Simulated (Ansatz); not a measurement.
Reaction (hydrogenolysis of the Si–N bond): `CN[SiH2]NC` + H₂ → `CN[SiH3]` + CH₃NH₂

Calculated with Ansatz (gas phase, PBE0-D4/def2-TZVP geometries, no zero-point term in ΔE). CCSD(T)/CBS adds triple-zeta CCSD(T) − MP2 to the extrapolated MP2 energy (def2 sets, frozen cores). This one scheme is used for every species. DFT in def2-TZVPP. B3LYP here is the variant with VWN-RPA as its local correlation; programs differ in this. Each species was taken in one conformer, which may not be the lowest.

`CN[SiH2]NC`:

```xyz
15

C    -2.341    0.509   -0.360
N    -1.071   -0.147   -0.566
Si   -0.081   -0.817    0.658
N     1.557   -0.680    0.191
C     2.236    0.558   -0.116
H    -2.451    1.382   -1.013
H    -2.402    0.865    0.671
H    -3.204   -0.148   -0.529
H    -0.912   -0.442   -1.516
H    -0.497   -0.063    1.879
H    -0.232   -2.277    0.938
H     2.171   -1.451    0.399
H     1.500    1.307   -0.417
H     2.932    0.437   -0.953
H     2.796    0.967    0.734
```

H₂:

```xyz
2

H    -0.111   -0.339   -0.110
H     0.111    0.339    0.110
```

`CN[SiH3]`:

```xyz
10

C    -0.251    1.370    0.110
N    -0.652   -0.020    0.072
Si    0.469   -1.312   -0.060
H    -1.001    1.978    0.626
H     0.680    1.466    0.675
H    -0.081    1.810   -0.882
H    -1.576   -0.164   -0.300
H     1.460   -1.196    1.045
H     1.251   -1.353   -1.334
H    -0.300   -2.579    0.048
```

CH₃NH₂:

```xyz
7

C    -0.462    0.226   -0.241
N     0.717   -0.545    0.112
H    -0.746    1.008    0.479
H    -1.315   -0.447   -0.354
H    -0.305    0.706   -1.209
H     0.588   -1.008    1.002
H     1.523    0.060    0.211
```

| level | ΔE (kJ/mol) | difference from CCSD(T)/CBS |
| --- | --- | --- |
| r2SCAN-D4 | 49.3 | 1.7 |
| PBE0-D4 | 43.6 | -4.0 |
| B3LYP-D4 | 47.1 | -0.5 |
| ωB97M-V | 47.1 | -0.5 |
| PBE | 37.0 | -10.6 |
| PBE0 | 36.4 | -11.2 |
| B3LYP | 34.6 | -13.0 |
| HF/def2-TZVPP | 25.5 | -22.1 |
| SCS-MP2/def2-QZVPP | 47.6 | 0.0 |
| MP2/CBS(def2) | 55.2 | 7.6 |
| CCSD(T)/CBS | 47.6 | 0 |

Largest T1 diagnostic among the species: 0.010.

In def2-TZVPP, CCSD(T) changes the Hartree–Fock value by +19.4 kJ/mol (the triples alone add +4.1 kJ/mol) and MP2 by +27.0 kJ/mol. The D4 term adds +12.5 kJ/mol with B3LYP and +7.1 kJ/mol with PBE0; it sums over pairs of atoms, weighted by their polarisabilities, and B3LYP, whose exchange is more repulsive, gets the larger term.
